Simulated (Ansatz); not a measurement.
Consider the silylene loss: `[SiH3][GeH2][SH]` → `[SH][GeH3]` + `[SiH2]`.

Computed with Ansatz on PBE0-D4/def2-TZVP structures; ΔE is electronic, products minus reactants. CBS: MP2 limit from def2 TZ/QZ plus the TZ coupled-cluster correction, frozen cores. This one scheme is used for every species. DFT in def2-TZVPP. For Ge outer-core shells are correlated without core-valence functions, which leaves a few kJ/mol of doubt a bond. Scalar relativity is left out up to krypton. One conformer a species, not always the lowest.

CCSD(T)/CBS gives +255.1 kJ/mol.

Task: Another level gave +227.2 kJ/mol. Which?
A. revPBE-D4/def2-TZVPP
B. PBE-QIDH/def2-TZVPP
C. BLYP/def2-TZVPP
D. LDA (SPW92)/def2-TZVPP

Result: C. BLYP 227.2, revPBE-D4 258.4, PBE-QIDH 271.5, LDA (SPW92) 287.5 kJ/mol.

Task: What do rigid-rotor, harmonic-oscillator terms from PBE0-D4/def2-TZVP frequencies (298.15 K, 1 bar) make of the CCSD(T)/CBS value? (An estimate is asked.)

Result: Computed: ΔZPE = -14.8 kJ/mol, ΔH = +243.4 kJ/mol, ΔS = 140 J/(mol·K), ΔG = +201.5 kJ/mol.

Largest T1 diagnostic among the species: 0.014.

Leaving LDA and LC-ωPBE aside and taking each functional with its dispersion term where it has one, the values, not all of them listed here, spread over 34.2 kJ/mol, from BLYP-D4 to r2SCAN0-D4. LDA lies +30.1 kJ/mol from PBE without D4. In def2-TZVPP, CCSD(T) changes the Hartree–Fock value by +19.4 kJ/mol (the triples alone add +5.0 kJ/mol) and MP2 by +37.0 kJ/mol.
